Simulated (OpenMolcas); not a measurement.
**What dynamic correlation does to the levels of Cl III**

- Program: OpenMolcas 26.06
- Basis: ANO-R3 [6s5p4d3f1g]
- Scalar Hamiltonian: X2C, finite nucleus
- Active space: 5 electrons in 4 orbitals (3s 3p)
- State averaging: 2S+1 = 4 odd, 1 root; 2S+1 = 2 odd, 11 roots; 2S+1 = 4 even, 3 roots; 2S+1 = 2 even, 9 roots
- Spin-orbit coupling: RASSI with atomic mean-field integrals over the reference wave functions, term energies averaged over their components

Methods on the same reference wave functions:
A. CASSCF
B. SS-CASPT2, IPEA 0.25 Eh, imaginary shift 0.1 Eh (closed shells correlated: 2s 2p)
C. MS-CASPT2, IPEA 0.25 Eh, imaginary shift 0.1 Eh (closed shells correlated: 2s 2p)

Energies in cm⁻¹ above 3s² 3p³ ⁴S°_3/2, the measured ground level; measured values from Moore, Atomic Energy Levels, vol. I, NSRDS-NBS 35 (1971 reprint of NBS Circular 467, 1949).

```json
{"Level": "3s² 3p³ ⁴S°_3/2", "A": "0.0", "B": "0.0", "C": "0.0", "Measured": "0.0"}
{"Level": "3s² 3p³ ²D°_3/2", "A": "22709", "B": "18310", "C": "18310", "Measured": "18053"}
{"Level": "3s² 3p³ ²D°_5/2", "A": "22784", "B": "18360", "C": "18360", "Measured": "18120"}
{"Level": "3s² 3p³ ²P°_1/2", "A": "31404", "B": "30060", "C": "30020", "Measured": "29812"}
{"Level": "3s² 3p³ ²P°_3/2", "A": "31468", "B": "30110", "C": "30070", "Measured": "29907"}
{"Level": "3s 3p⁴ ⁴P_5/2", "A": "106241", "B": "102280", "C": "102280", "Measured": "98520"}
{"Level": "3s 3p⁴ ⁴P_3/2", "A": "106854", "B": "102900", "C": "102900", "Measured": "99130"}
{"Level": "3s 3p⁴ ⁴P_1/2", "A": "107210", "B": "103250", "C": "103250", "Measured": "99475"}
{"Level": "3s 3p⁴ ²D_3/2", "A": "150692", "B": "132720", "C": "132720", "Measured": ""}
{"Level": "3s 3p⁴ ²D_5/2", "A": "150702", "B": "132740", "C": "132740", "Measured": ""}
{"Level": "3s 3p⁴ ²S_1/2", "A": "173131", "B": "161340", "C": "161340", "Measured": ""}
{"Level": "3s 3p⁴ ²P_3/2", "A": "192893", "B": "172860", "C": "172860", "Measured": ""}
{"Level": "3s 3p⁴ ²P_1/2", "A": "193632", "B": "173610", "C": "173610", "Measured": ""}
{"Level": "3p⁵ ²P°_3/2", "A": "294551", "B": "261580", "C": "261620", "Measured": ""}
{"Level": "3p⁵ ²P°_1/2", "A": "295621", "B": "262650", "C": "262690", "Measured": ""}
```

Deviations, from unrounded energies. A percentage is the sum of absolute deviations over the sum of measured energies, with the sign that they share, or ± where signs differ.

```
                        Against measurement  Levels      A     B     C
             mean absolute deviation (cm-1)       7   5100  1800  1700
other terms of the ground configuration (%)       4  +13.0  +1.0  +0.9
                   other configurations (%)       3   +7.8  +3.8  +3.8
```

B, C lie about equally close to measurement and A furthest from it. The largest miss of C in the table is 3s 3p⁴ ⁴P_1/2, by +3800 cm-1. The ranking rests on the paired levels alone, and a cruder setting can come out closer through cancelling errors.

Between B and C the level of the table that moves most is 3p⁵ ²P°_1/2, by 42 cm-1 (lowest in B, highest in C). Moves below CASPT2's spread within the term are not significant.

The mean deviations of B to C differ by less than CASPT2's widest spread within a term (1500 cm-1), so their order carries little weight.

From A to B the spin-free energies of the other terms of 3s² 3p³ shown, above ⁴S°, scale by factors of 0.81 to 0.96.

The lowest spin-free term lies below A's lowest term by 0.386 hartree in B, 0.386 hartree in C.

CASPT2 breaks the degeneracy within a term, and the mean is taken; among the terms shown or strongly mixed into the levels shown the widest spread is 1500 cm-1 (3s 3p⁴ ²D, C). Over all roots computed the reference weight is 0.86 to 0.96 in B, 0.86 to 0.96 in C; the roots of lowest weight are the least certain, and an intruder state may touch them. Terms of s pⁿ other than that of highest spin mix with s² pⁿ⁻² d, which this space lacks; all of them can be thousands of cm-1 off, and some have no real level of that name. Measured partners are found by configuration, term and J. A level has none where our copy of the source lacks it or the pairing is in doubt (some pairs that miss far off the trend of their configuration count as doubtful), and it then counts in no deviation. Levels of configurations outside the active space are missing.

° marks odd parity.
